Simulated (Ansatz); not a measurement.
Breaking the Sn1–H2 bond in H3NSn (SMILES [NH2][SnH]) (multiplicity 1 held, fragments rigid). Energies count from the point at 1.789 Å.
Geometry at that point (charge 0, multiplicity 1):
```
atom    x (Å)    y (Å)    z (Å)
----  -------  -------  -------
Sn    -0.1193   0.1766   0.2440
H     -0.5727   1.3686  -1.0102
N      0.6764  -1.0557  -1.1574
H      0.7003  -0.8664  -2.1480
H      1.1017  -1.9447  -0.9411
```

R- and RO- levels are restricted; in cc, def2 and unpolarised 6-31G sets they are followed outwards from rest. Active spaces are followed from a long bond inwards. Levels need not reach the same state.

Cores are frozen in the correlated methods. Filled d and f shells under p-block atoms count as core.

Programs: Ansatz (Gaussian basis) for Hartree–Fock, density functionals and correlated methods. Each number belongs to the level named beside it. In def2 rows elements past Kr take small-core potentials, without spin–orbit coupling.

Energies in kcal/mol.

| R (Å) | R-SCS-MP2/def2-TZVPP | SC-NEVPT2 on CASSCF(2,2)/def2-TZVPP | FIC-MRCISD on CASSCF(2,2)/def2-TZVPP | FIC-MRCISD+Q on CASSCF(2,2)/def2-TZVPP |
|---|---|---|---|---|
| 1.431 | 26.1 | 27.0 | 26.6 | 26.6 |
| 1.610 | 4.7 | 5.3 | 5.0 | 5.0 |
| 1.789 | 0.0 | 0.0 | 0.0 | 0.0 |
| 1.968 | 3.7 | 2.8 | 3.1 | 3.2 |
| 2.146 | 11.3 | 9.4 | 10.0 | 10.1 |
| 2.415 | 25.3 | 21.3 | 22.4 | 22.7 |
| 2.683 | 39.3 | 32.9 | 34.4 | 34.8 |
| 3.130 | 59.7 | 47.6 | 49.9 | 50.6 |
| 3.577 | 75.1 | 56.1 | 58.9 | 59.8 |
| 4.114 | 87.2 | 60.5 | 63.5 | 64.4 |
| 4.829 | 93.8 | 62.1 | 65.1 | 66.1 |
| 5.724 | 90.2 | 62.4 | 65.4 | 66.4 |

Doubts at one or more of the structures used: a restricted determinant that unrestricted orbitals would lower (R-SCS-MP2/def2-TZVPP).

Ansatz is an electronic-structure program.
